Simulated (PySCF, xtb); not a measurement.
1,1-difluoropropan-2-one (C3H4F2O), SMILES CC(C(F)F)=O. One conformer was computed; it need not be the lowest.

Harmonic wavenumbers (cm⁻¹) from xtb 6.7.1 with GFN2-xTB at its own minimum, in rising order: 43, 130, 214, 236, 395, 497, 576, 582, 818, 984, 1007, 1032, 1075, 1171, 1233, 1248, 1358, 1429, 1431, 1808, 2922, 3011, 3024, 3068.

Problem. What does B3LYP-D3(BJ)/def2-SVP (PySCF) give at its own minimum? (The exact figures need the calculation; the answer reports its results.)

Solution. 45, 136, 227, 253, 419, 525, 600, 622, 808, 1012, 1025, 1115, 1143, 1255, 1360, 1372, 1379, 1436, 1436, 1860, 3043, 3100, 3121, 3173. Paired by order, the mean absolute difference is 50 cm⁻¹ and the zero-point energies are 41.9 and 43.6 kcal/mol.
